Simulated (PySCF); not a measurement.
**The second ionisation energy along the alkali metals**

All values are computed (PySCF 2.14, energy differences of UHF-based or UKS calculations, no spin-orbit coupling). Values in eV. The last column holds reference values (NIST; (s) semi-empirical, (t) theoretical, else measured). Unmarked ones compare directly (S terms, centres of terms, or small fine structure); those marked * lie between the lowest fine-structure levels and include a spin-orbit shift.

```json
{"element": "Li (x2c-SVPall, spin-free X2C)", "configurations": "1s2 → 1s1", "UHF": "75.780", "MP2 (valence)": "75.833", "SCS-MP2 (valence)": "75.844", "CCSD (valence)": "75.837", "CCSD(T) (valence)": "75.837", "reference": "75.640 (t)"}
{"element": "K (x2c-SVPall, spin-free X2C)", "configurations": "[Ar] → [Ne] 3s2 3p5", "UHF": "31.618", "MP2 (valence)": "32.044", "SCS-MP2 (valence)": "32.014", "CCSD (valence)": "32.076", "CCSD(T) (valence)": "32.077", "reference": "31.625 *"}
{"element": "Rb (x2c-SVPall, spin-free X2C)", "configurations": "[Kr] → [Ar] 3d10 4s2 4p5", "UHF": "27.618", "MP2 (valence)": "28.382", "SCS-MP2 (valence)": "28.324", "CCSD (valence)": "28.362", "CCSD(T) (valence)": "28.382", "reference": "27.290 *"}
```

"Valence" correlates the outer s and p shells and, in groups 3 to 12 and the f block, the outer d or f shell, open or full, or the next shell where the ion has no valence electron left; the wider scheme adds the next inner shell.
